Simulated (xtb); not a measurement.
F2HOS, SMILES [OH+]=S(F)F, charge +1. All values are semi-empirical tight-binding results from xtb (GFN2-xTB unless named), good for trends rather than for accurate numbers. The structure is a stationary point at GFN2-xTB. The isomer is the one that the SMILES or the coordinates give; other isomers of the formula were not compared.

| Property | Value |
|---|---|
| point group as xtb finds it | Cs |
| orbital gap | 7.54 eV |
| zero-point energy | 11.0 kcal/mol |
| G − E(el) at 298.15 K (modified RRHO) | -6.3 kcal/mol |
| static polarisability (D4 model) | 31.7 bohr³ |
| solvation energy, GFN2-xTB/ALPB(water) | -76.1 kcal/mol |
| solvation energy, GFN2-xTB/ALPB(toluene) | -50.1 kcal/mol |
